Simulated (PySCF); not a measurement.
**SnF under electron impact: the energy ladder**

PBE0 in PySCF with def2-TZVPPD on every atom (core potentials on Sn), for the lowest determinant that a PBE0 search found; no spin–orbit coupling.

| species | state (unpaired electrons) | Re (Å) | ωe (cm⁻¹) | energy of the minimum from the neutral (eV) | De (eV) | dissociates to |
| --- | --- | --- | --- | --- | --- | --- |
| SnF | doublet (π ↑) | 1.950 | 573 | 0.00 | 4.89 | Sn + F |
| SnF⁺ | singlet (closed shell) | 1.875 | 688 | 7.12 | 5.07 | Sn⁺ + F |
| SnF⁻ | triplet (π ↑↑) | 2.041 | 451 | -1.21 | 2.85 | Sn + F⁻ |

Task: Work out the lowest energy to break SnF into atoms, from its vibrational ground state.

Result: D0 = De − ωe/2 = 4.89 − 0.04 = 4.85 eV (PBE0/def2-TZVPPD).

Task: Work out the ionisation energy of the Sn atom at this level and the threshold of dissociative ionisation.

Result: IE(Sn) = 7.12 + 5.07 − 4.89 = 7.30 eV, so Sn⁺ + F + e⁻ appears at D0 + IE(Sn) = 12.15 eV (PBE0/def2-TZVPPD). The measured IE(Sn) is 7.344 eV (NIST ASD).

Task: Work out the electron affinity of the F atom and the threshold of dissociative attachment.

Result: EA(F) = 4.89 − 2.85 − (-1.21) = 3.25 eV, so Sn + F⁻ needs D0 − EA(F) = 1.60 eV (PBE0/def2-TZVPPD). The measured EA(F) is 3.401 eV.

Task: At which energy does ion-pair formation open?

Result: Sn⁺ + F⁻ lies at D0 + IE(Sn) − EA(F) = 8.90 eV (PBE0/def2-TZVPPD).

These are thermodynamic thresholds; the onsets seen under electron impact lie higher where the geometry changes, and cross-sections peak well above them.

These are scalar-relativistic numbers at best; spin–orbit coupling would shift them, the dissociation energy most. For an ion De counts to the pair picked by the measured ionisation energies or electron affinities, which need not be the lowest pair at this level. The highest Kohn–Sham level is positive in this anion. Much of that is self-interaction error, but it also means that the finite basis helps to hold the extra electron. States were picked by a PBE0 search and need not be the measured ground states.
